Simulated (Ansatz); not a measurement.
`C=[C](Cl)[AlH][F]` + BH₃ → `B[C](=C)[AlH][F]` + HCl  (formal exchange of groups at a C–Cl bond)

Calculated with Ansatz (gas phase, PBE0-D4/def2-TZVP geometries, no zero-point term in ΔE). CCSD(T)/CBS is the MP2 limit (def2-TZVPP, def2-QZVPP) plus CCSD(T) − MP2 in def2-TZVPP, frozen cores. This one scheme is used for every species. Functionals use def2-TZVPP. Each species was taken in one conformer, which may not be the lowest.

`C=[C](Cl)[AlH][F]`:

```xyz
8

C     0.005    0.155   -1.404
C     0.579   -0.027   -0.217
Cl    2.308   -0.190   -0.116
Al   -0.509   -0.109    1.386
F     0.203   -0.331    2.851
H     0.564    0.209   -2.334
H    -1.075    0.257   -1.468
H    -2.074    0.036    1.302
```

BH₃:

Z-matrix (Å, degrees):
```
B
H 1 1.193
H 1 1.193 2 120.0
H 1 1.193 2 120.0 3 180.0
```

`B[C](=C)[AlH][F]`:

Cartesian coordinates in Å:
```
B 1.468 0.706 0.221
C 0.148 -0.069 0.011
C 0.235 -1.410 -0.101
Al -1.635 0.681 -0.114
F -1.863 2.311 0.003
H 1.500 1.898 0.325
H 2.498 0.090 0.282
H -0.630 -2.059 -0.253
H 1.195 -1.926 -0.045
H -2.916 -0.221 -0.329
```

HCl:

Z-matrix (Å, degrees):
```
Cl
H 1 1.279
```

(1) Is it downhill or uphill in electronic energy at CCSD(T)/CBS, and by how much? (Best estimate.)

(2) What do these levels give: r2SCAN-D4, ωB97X-V, PBE0, r2SCANh, BHLYP, CCSD/def2-TZVPP? (Estimate.)

(3) What do rigid-rotor, harmonic-oscillator terms from PBE0-D4/def2-TZVP frequencies (298.15 K, 1 bar) make of the CCSD(T)/CBS value? (An estimate is asked.)

Largest T1 diagnostic among the species: 0.012.

Results:

(1) The calculation gave: Downhill: ΔE = -0.80 eV.

(2) Computed: r2SCAN-D4 -0.77, ωB97X-V -0.76, PBE0 -0.80, r2SCANh -0.78, BHLYP -0.81, CCSD/def2-TZVPP -0.82 eV.

(3) Computed: ΔZPE = +0.01 eV, ΔH = -0.79 eV, ΔS = 13 J/(mol·K), ΔG = -0.83 eV. Modes under 50 cm⁻¹ make the entropy rough.

Leaving LDA and LC-ωPBE aside and taking each functional with its dispersion term where it has one, the values, not all of them listed here, spread over 0.10 eV, from B97M-V to BLYP-D4. LDA lies −0.06 eV from PBE without D4. From PBE to PBE0 (25 % exact exchange), in def2-TZVPP and without D4, ΔE moves by −0.04 eV. At CCSD(T), def2-SVP lies −0.05 eV from the extrapolated value and def2-TZVPP −0.01 eV.
